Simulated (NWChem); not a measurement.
Molecule: GaBrCl₂; SMILES [Cl][Ga]([Cl])[Br]

```xyz
4

Ga     0.0000     0.0000    -0.4098
Cl     0.0000     1.8452    -1.4969
Cl     0.0000    -1.8452    -1.4969
Br     0.0000     0.0000     1.8669
```
Atoms are numbered in this order, from 1.

Level: PBE-D3(BJ)/def2-SVP (NWChem), optimised geometry, unscaled harmonic frequencies. This build's default masses of Se (78.918 u) and Br (79.917 u) are each other's, which moves their modes by up to 0.6 %.

```csv
frequency (cm⁻¹),IR intensity (km/mol)
98,3.2
116,5.7
123,7.7
284,10.7
416,58.9
455,69.0
```

```yaml
zero_point_energy: 2.1 kcal/mol
thermal correction to the enthalpy at 298.15 K (with zero-point energy): 6.5 kcal/mol
heat capacity Cv: 16.3 cal/(mol K)
entropy at 298.15 K and 1 atm (symmetry number 2): 83.1 cal/(mol K)
dipole_moment: 0.36 D
```

Rigid rotor and harmonic oscillator; modes under 100 cm⁻¹ make the entropy uncertain.
